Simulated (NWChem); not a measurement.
BCl2, doublet; SMILES Cl[B]Cl

Program: NWChem. Spin-unrestricted. In the optimisation the excess spin sits in a1 (C2v, its own frame). No stability test was run on the SCF state. Each level has its own optimisation; frequencies are unscaled.

```
level                                 r B–Cl (Å)  highest harmonic frequency (cm⁻¹)  lowest (cm⁻¹)  zero-point energy (kcal/mol)  dipole (D)
------------------------------------  ----------  ---------------------------------  -------------  ----------------------------  ----------
LDA (Slater exchange, VWN5)/def2-SVP       1.721                               1017            283                           2.9        0.74
B3LYP/3-21G                                1.777                                876            276                           2.5        0.01
BLYP/def2-SVP                                [?]                                [?]            277                           2.7         [?]
UHF/3-21G                                  1.774                                905            290                           2.6        0.74
PBE0/def2-SVP                              1.728                               1012            287                           2.9        0.41
```

Q: Some entries are withheld; supply them.

A: 
- BLYP/def2-SVP, r B–Cl (Å): 1.749
- BLYP/def2-SVP, highest harmonic frequency (cm⁻¹): 944
- BLYP/def2-SVP, dipole (D): 0.60
